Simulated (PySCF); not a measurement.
# Electron correlation in Rh (rhodium, neutral)

[Kr] 4d8 5p1, one real determinant (an excited configuration). Computed with PySCF 2.14 in def2-TZVPPD with the def2 core potential (28 electrons), with scalar relativity through the core potential. Frozen: 4s2 4p6; 9 electrons correlated.

```tsv
level	correlation energy (mhartree)
CCSD	-222.62
(T)	-8.30
CCSD(T)	-230.92
```

Diagnostics: T1 = 0.017, D1 = 0.0717, largest double amplitude 0.043.

Question: Is a single reference adequate?

Answer: Yes, within this model without spin-orbit coupling: T1 lies below 0.03 and no double amplitude reaches 0.07.

The reference is one real determinant that mixes LS terms of this configuration.
